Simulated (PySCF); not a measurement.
Se(SeH)(OSiH3) (H4OSe2Si), SMILES [SiH3]O[Se][SeH].

The structure is a stationary point at PBE-D3(BJ)/def2-SVP. The values are those of a single conformer.

All values below come from PBE-D3(BJ)/def2-SVP (PySCF).

Frequencies are harmonic and unscaled.

List the normal modes with their intensities. (Estimate from the structure and the level; the computed values follow.)


```tsv
mode	ν (cm⁻¹)	IR (km/mol)	moving atoms (share of kinetic energy)
1	56	0.6	Se 37 %, Si 36 %, H 19 %
2	100	0.3	H 73 %, Se 13 %, Si 8 %
3	147	1.7	Si 33 %, H 26 %, O 24 %, Se 16 %
4	198	2.7	O 60 %, Se 22 %, H 16 %
5	282	8.5	Se 98 %
6	350	7.7	H 93 %
7	504	38.8	O 56 %, Se 19 %, H 16 %, Si 10 %
8	676	24.1	H 85 %
9	693	64.1	H 74 %, O 16 %, Si 9 %
10	706	21.6	H 96 %
11	821	278.9	O 70 %, Si 28 %
12	897	60.2	H 96 %
13	910	112.2	H 95 %
14	939	176.3	H 93 %
15	2160	70.3	H 98 %
16	2166	106.0	H 96 %
17	2190	116.5	H 96 %
18	2278	23.3	H 99 %
```
